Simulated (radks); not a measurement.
The numbers below are computed, except where a source is named.
The nuclear charge of the chromium ion Cr+ is varied continuously with 23 electrons held in [Ar] 3d5. Code: a radial shooting solver on a logarithmic mesh with Libxc functionals. Model: non-relativistic Kohn-Sham, TPSS, spin-unpolarised, spherical densities, point nucleus; meta-GGA in the generalised Kohn-Sham scheme. By the Hellmann-Feynman theorem dE/dZ = E(electron-nucleus)/Z, the electronic potential at the nucleus.

Z,E (hartree),E(electron-nucleus)/Z (hartree),HOMO,e(HOMO) (eV),<r> HOMO (bohr)
23.6,-1003.24055,-100.867,3d,-5.381,1.577
23.8,-1023.52681,-101.995,3d,-7.409,1.483
24,-1044.03829,-103.119,3d,-9.686,1.404
24.2,-1064.77414,-104.239,3d,-12.193,1.337
24.4,-1085.73367,-105.356,3d,-14.917,1.279
24.6,-1106.91628,-106.470,3d,-17.843,1.227
24.8,-1128.32146,-107.582,3d,-20.961,1.182
25,-1149.94877,-108.691,3d,-24.262,1.141

The central difference of E at Z = 24 is -103.118 hartree, to compare with the third column; the second derivative is -5.61 hartree.
